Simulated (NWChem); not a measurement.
System: WHO3F; SMILES [O]=[W]([OH])(=[O])[F]

NWChem printed, in part:

```
             Northwest Computational Chemistry Package (NWChem) 7.3.0
             --------------------------------------------------------

 CS  symmetry detected

                             Geometry "geometry" -> ""
                             -------------------------

 Output coordinates in angstroms (scale by  1.889725989 to convert to a.u.)

  No.       Tag          Charge          X              Y              Z
 ---- ---------------- ---------- -------------- -------------- --------------
    1 W                   74.0000     0.04979512     0.00093699     0.00000000
    2 O                    8.0000     0.99438394     0.03472793    -1.39988462
    3 O                    8.0000     0.99438394     0.03472793     1.39988462
    4 F                    9.0000    -0.96215964    -1.55834885     0.00000000
    5 O                    8.0000    -1.16651577     1.39271933     0.00000000
    6 H                    1.0000    -1.60341881     2.25840093     0.00000000

 Effective nuclear repulsion energy (a.u.)     826.5521227604

      Symmetry information
      --------------------

 Group name             Cs
 Group number              2
 Group order               2
 No. of unique centers     5

                                Z-matrix (autoz)
                                --------

 Units are Angstrom for bonds and degrees for angles

[...]

      ----------------------
      Optimization converged
      ----------------------

  Step       Energy      Delta E   Gmax     Grms     Xrms     Xmax
  ---- ---------------- -------- -------- -------- -------- --------
@    8    -392.80516485 -2.3D-07  0.00007  0.00002  0.00036  0.00095
                                     ok       ok       ok       ok

                                Z-matrix (autoz)
                                --------

 Units are Angstrom for bonds and degrees for angles

[...]

 Rotational Constants
 --------------------
 A=   0.129796 cm-1  (  0.186743 K)
 B=   0.112552 cm-1  (  0.161933 K)
 C=   0.103688 cm-1  (  0.149180 K)

 Temperature                      =   298.15K
 frequency scaling parameter      =   1.0000

 Zero-Point correction to Energy  =   13.296 kcal/mol  (  0.021189 au)
 Thermal correction to Energy     =   16.888 kcal/mol  (  0.026913 au)
 Thermal correction to Enthalpy   =   17.481 kcal/mol  (  0.027857 au)

 Total Entropy                    =   78.937 cal/mol-K
   - Translational                =   42.453 cal/mol-K (mol. weight = 251.9420)
   - Rotational                   =   26.456 cal/mol-K (symmetry #  =        1)
   - Vibrational                  =   10.027 cal/mol-K

 Cv (constant volume heat capacity) =   18.087 cal/mol-K
   - Translational                  =    2.979 cal/mol-K
   - Rotational                     =    2.979 cal/mol-K
   - Vibrational                    =   12.128 cal/mol-K

[normal modes left out]

 ----------------------------------------------------------------------------
 Normal Eigenvalue ||           Projected Infra Red Intensities
  Mode   [cm**-1]  || [atomic units] [(debye/angs)**2] [(KM/mol)] [arbitrary]
 ------ ---------- || -------------- ----------------- ---------- -----------
    1     -127.852 ||    0.186632           4.306       181.938      25.843
    2       -0.000 ||    0.001025           0.024         0.999       0.142
    3       -0.000 ||    0.000045           0.001         0.044       0.006
    4       -0.000 ||    0.000536           0.012         0.522       0.074
    5        0.000 ||    0.001341           0.031         1.308       0.186
    6        0.000 ||    0.001905           0.044         1.857       0.264
    7        0.000 ||    0.001593           0.037         1.553       0.221
    8      188.304 ||    0.000265           0.006         0.259       0.037
    9      219.042 ||    0.010733           0.248        10.464       1.486
   10      248.838 ||    0.041639           0.961        40.592       5.766
   11      264.387 ||    0.003083           0.071         3.006       0.427
   12      366.584 ||    0.002016           0.047         1.965       0.279
   13      490.624 ||    0.187243           4.320       182.534      25.928
   14      711.932 ||    0.110973           2.560       108.182      15.367
   15      779.178 ||    0.097571           2.251        95.118      13.511
   16     1026.814 ||    0.215746           4.977       210.320      29.875
   17     1066.665 ||    0.077157           1.780        75.216      10.684
   18     3943.103 ||    0.360393           8.315       351.329      49.904
 ----------------------------------------------------------------------------

 ===============================================================================
      Negative Nuclear Hessian Mode    1  Eigenvalue =   -127.85 cm**(-1)
 -------------------------------------------------------------------------------
   Raw step length:  0.510 angstroms ;  The Raw step for this mode is:
    1 W                   74.0000    -0.00000000    -0.00000000     0.00017188
    2 O                    8.0000    -0.00212502     0.01095314     0.00088612
    3 O                    8.0000     0.00212502    -0.01095314     0.00088612
    4 F                    9.0000    -0.00000000    -0.00000000    -0.00168309
    5 O                    8.0000    -0.00000000     0.00000000     0.03033035
    6 H                    1.0000     0.00000000    -0.00000000    -0.50913582

  Geometry after  100.0% step for mode  1; Step length =  0.510 angstroms
   Maximum component (any atom: x,y, or z) displacement:  0.962
    1 W                   74.0000    -0.07105037    -0.03495133     0.00017188
    2 O                    8.0000     0.94076718     0.13673950    -1.35184651
    3 O                    8.0000     0.94501723     0.11483321     1.35361875
    4 F                    9.0000    -0.87068828    -1.72166287    -0.00168309
    5 O                    8.0000    -1.31605992     1.35310037     0.03033035
    6 H                    1.0000    -1.32151706     2.31510538    -0.50913582

  Geometry after -100.0% step for mode  1; Step length =  0.510 angstroms
   Maximum component (any atom: x,y, or z) displacement:  0.962
    1 W                   74.0000    -0.07105037    -0.03495133    -0.00017188
    2 O                    8.0000     0.94501723     0.11483321    -1.35361875
    3 O                    8.0000     0.94076718     0.13673950     1.35184651
    4 F                    9.0000    -0.87068828    -1.72166287     0.00168309
    5 O                    8.0000    -1.31605992     1.35310037    -0.03033035
    6 H                    1.0000    -1.32151706     2.31510538     0.50913582

  Geometry after   50.0% step for mode  1; Step length =  0.255 angstroms
   Maximum component (any atom: x,y, or z) displacement:  0.481
    1 W                   74.0000    -0.07105037    -0.03495133     0.00008594
    2 O                    8.0000     0.94182969     0.13126293    -1.35228957
    3 O                    8.0000     0.94395472     0.12030978     1.35317569
    4 F                    9.0000    -0.87068828    -1.72166287    -0.00084155
    5 O                    8.0000    -1.31605992     1.35310037     0.01516517
    6 H                    1.0000    -1.32151706     2.31510538    -0.25456791

  Geometry after  -50.0% step for mode  1; Step length =  0.255 angstroms
   Maximum component (any atom: x,y, or z) displacement:  0.481
    1 W                   74.0000    -0.07105037    -0.03495133    -0.00008594
    2 O                    8.0000     0.94395472     0.12030978    -1.35317569
    3 O                    8.0000     0.94182969     0.13126293     1.35228957
    4 F                    9.0000    -0.87068828    -1.72166287     0.00084155
    5 O                    8.0000    -1.31605992     1.35310037    -0.01516517
    6 H                    1.0000    -1.32151706     2.31510538     0.25456791

  Geometry after   20.8% step for mode  1; Step length =  0.106 angstroms
   Maximum component (any atom: x,y, or z) displacement:  0.200
    1 W                   74.0000    -0.07105037    -0.03495133     0.00003573
    2 O                    8.0000     0.94245047     0.12806321    -1.35254843
    3 O                    8.0000     0.94333394     0.12350949     1.35291683
    4 F                    9.0000    -0.87068828    -1.72166287    -0.00034987
    5 O                    8.0000    -1.31605992     1.35310037     0.00630485
    6 H                    1.0000    -1.32151706     2.31510538    -0.10583545

  Geometry after  -20.8% step for mode  1; Step length =  0.106 angstroms
   Maximum component (any atom: x,y, or z) displacement:  0.200
    1 W                   74.0000    -0.07105037    -0.03495133    -0.00003573
    2 O                    8.0000     0.94333394     0.12350949    -1.35291683
    3 O                    8.0000     0.94245047     0.12806321     1.35254843
    4 F                    9.0000    -0.87068828    -1.72166287     0.00034987
    5 O                    8.0000    -1.31605992     1.35310037    -0.00630485
    6 H                    1.0000    -1.32151706     2.31510538     0.10583545

  Geometry after   10.4% step for mode  1; Step length =  0.053 angstroms
   Maximum component (any atom: x,y, or z) displacement:  0.100
    1 W                   74.0000    -0.07105037    -0.03495133     0.00001786
    2 O                    8.0000     0.94267134     0.12692478    -1.35264053
    3 O                    8.0000     0.94311307     0.12464792     1.35282473
    4 F                    9.0000    -0.87068828    -1.72166287    -0.00017493
    5 O                    8.0000    -1.31605992     1.35310037     0.00315243
    6 H                    1.0000    -1.32151706     2.31510538    -0.05291772

  Geometry after  -10.4% step for mode  1; Step length =  0.053 angstroms
   Maximum component (any atom: x,y, or z) displacement:  0.100
    1 W                   74.0000    -0.07105037    -0.03495133    -0.00001786
    2 O                    8.0000     0.94311307     0.12464792    -1.35282473
    3 O                    8.0000     0.94267134     0.12692478     1.35264053
    4 F                    9.0000    -0.87068828    -1.72166287     0.00017493
    5 O                    8.0000    -1.31605992     1.35310037    -0.00315243
    6 H                    1.0000    -1.32151706     2.31510538     0.05291772
```

Level: PBE0/def2-SVP with def2 effective core potentials on W. def2 effective core potentials on W; no spin-orbit coupling. The optimisation ended at a saddle point (imaginary frequency).

Q: Which NWChem input produces such a log?

A: One answer among several that fit: the input that was run:
```
start job
memory heap 200 mb stack 900 mb global 1100 mb
geometry units angstroms
  W      0.036378     0.021775     0.008454
  O      1.250267     0.212337    -1.150530
  O      0.633293     0.183526     1.580263
  F     -0.705535    -1.672449    -0.177549
  O     -1.344338     1.213674    -0.290663
  H     -1.895005     2.003338    -0.406793
end
basis spherical
  * library def2-svp
end
ecp
  W library def2-ecp
end
dft
  xc pbe0
  iterations 150
end
driver
  maxiter 120
end
task dft optimize
dft
  grid fine
  convergence energy 1d-8 density 1d-7
end
task dft freq numerical
```
